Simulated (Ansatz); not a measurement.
Basis-set series for ClF₂HOSn (`[OH][Sn]([F])([F])[Cl]`). Charge 0, multiplicity 1. Sn takes the def2 core potential. The structure was optimised at the PBE0-D4/def2-TZVP level. It is one conformer, not always the lowest.

```tsv
functional	basis	functions	energy (Eh)	HOMO (eV)	LUMO (eV)
PBE0-D4	def2-SVP	91	-949.33185	-9.89	-2.71
PBE0-D4	def2-TZVPP	199	-949.86858	-10.09	-2.90
ωB97M-V	def2-SVP	91	-949.60480	-12.19	-0.52
ωB97M-V	def2-TZVPP	199	-950.14678	-12.43	-0.79
```

(1) Give the rows for def2-QZVPP. (An estimate is asked.)

Answers

(1) Computed: 
```tsv
functional	basis	functions	energy (Eh)	HOMO (eV)	LUMO (eV)
PBE0-D4	def2-QZVPP	353	-949.90197	-10.11	-2.93
ωB97M-V	def2-QZVPP	353	-950.17848	-12.46	-0.91
```
